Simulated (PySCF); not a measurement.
An element was calculated at r2SCAN (PySCF 2.14, ECP, a quadruple-zeta basis, no spin-orbit coupling), in the ground configurations that NIST lists.

* electron affinity: 1.004 eV
* first ionisation energy: 8.052 eV
* second ionisation energy: 17.579 eV
* third ionisation energy: 26.438 eV

**Question.** Which element is it?

**Answer.** Osmium (Os, Z = 76), in aug-cc-pVQZ-PP with ECP60MDF. NIST lists 8.438, 17 ± 1, 25 ± 1.6 eV for these ionisation energies.
